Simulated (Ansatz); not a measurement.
Reaction (ligand exchange at a Ga–N bond): `C[NH][Ga]([NH2])[Cl]` + H–F → `[NH2][Ga]([F])[Cl]` + CH₃NH₂

Computed with Ansatz on PBE0-D4/def2-TZVP structures; ΔE is electronic, products minus reactants. CBS: MP2 limit from def2 TZ/QZ plus the TZ coupled-cluster correction, frozen cores. This one scheme is used for every species. DFT in def2-TZVPP. HSE06 is defined as in plane-wave codes. For Ga outer-core shells are correlated without core-valence functions, which leaves a few kJ/mol of doubt a bond. Scalar relativity is left out up to krypton. One conformer a species, not always the lowest.

| level | ΔE (kJ/mol) | difference from CCSD(T)/CBS |
| --- | --- | --- |
| BLYP-D4 | -49.2 | -12.9 |
| r2SCANh-D4 | -50.6 | -14.3 |
| r2SCAN0-D4 | -48.9 | -12.6 |
| BHLYP-D4 | -49.6 | -13.3 |
| ωB97X-V | -52.0 | -15.7 |
| BLYP | -62.4 | -26.1 |
| HSE06 | -50.1 | -13.8 |
| RPA@PBE/def2-TZVPP | -43.3 | -7.0 |
| HF/def2-SVP | -69.9 | -33.6 |
| CCSD/CBS(def2) | -38.9 | -2.6 |
| CCSD(T)/CBS | -36.3 | 0 |

(1) What do rigid-rotor, harmonic-oscillator terms from PBE0-D4/def2-TZVP frequencies (298.15 K, 1 bar) make of the CCSD(T)/CBS value? (An estimate is asked.)

Largest T1 diagnostic among the species: 0.013.

Results:

(1) Computed: ΔZPE = +7.4 kJ/mol, ΔH = -32.6 kJ/mol, ΔS = 15 J/(mol·K), ΔG = -37.0 kJ/mol.

At CCSD(T), def2-SVP lies −22.1 kJ/mol from the extrapolated value and def2-TZVPP −6.4 kJ/mol. The D4 term adds +10.6 kJ/mol with B3LYP and +6.0 kJ/mol with PBE0; it sums over pairs of atoms, weighted by their polarisabilities, and B3LYP, whose exchange is more repulsive, gets the larger term. In def2-TZVPP, CCSD(T) changes the Hartree–Fock value by +23.9 kJ/mol (the triples alone add +2.6 kJ/mol) and MP2 by +27.9 kJ/mol.

CCSD(T)/CBS has its own doubt, a few kJ/mol and more with outer-core shells, so smaller differences from it don't rank the levels.

B3LYP here is the variant with VWN-RPA as its local correlation; programs differ in this.
